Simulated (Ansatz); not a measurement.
`[NH]=[Nb]([NH2])([NH2])[Cl]` and `[NH]=[Nb]([NH2])([NH2])[F]` differ in one atom or group.

Ansatz, PBE0-D4/def2-TZVP geometries, multiplicity 1. Each molecule was computed in one conformer, which needn't be the lowest.

Elements past krypton have def2 core potentials.

| property | `[NH]=[Nb]([NH2])([NH2])[Cl]` |
| --- | --- |
| LUMO energy (PBE/def2-TZVPP) / eV | -1.77 |
| size of the dipole moment (ωB97M-V/def2-TZVPP) / D | 3.08 |
| HOMO energy (PBE/def2-TZVPP) / eV | -6.09 |
| HOMO energy (PBE0/def2-TZVPP) / eV | -7.43 |
| HOMO–LUMO gap (B3LYP/def2-TZVPP) / eV | 6.01 |
| size of the dipole moment (PBE/def2-TZVPP) / D | 3.11 |

Task: Give the same properties after the change, and the shifts. (Best estimate.)

Result: Computed: 
| property | `[NH]=[Nb]([NH2])([NH2])[F]` | shift |
| --- | --- | --- |
| LUMO energy (PBE/def2-TZVPP) / eV | -1.38 | 0.39 |
| size of the dipole moment (ωB97M-V/def2-TZVPP) / D | 2.44 | -0.64 |
| HOMO energy (PBE/def2-TZVPP) / eV | -6.01 | 0.08 |
| HOMO energy (PBE0/def2-TZVPP) / eV | -7.39 | 0.04 |
| HOMO–LUMO gap (B3LYP/def2-TZVPP) / eV | 6.38 | 0.37 |
| size of the dipole moment (PBE/def2-TZVPP) / D | 2.43 | -0.68 |

Dipoles are sizes alone; their direction can turn.

B3LYP here is the variant with VWN-RPA as its local correlation; programs differ in this.
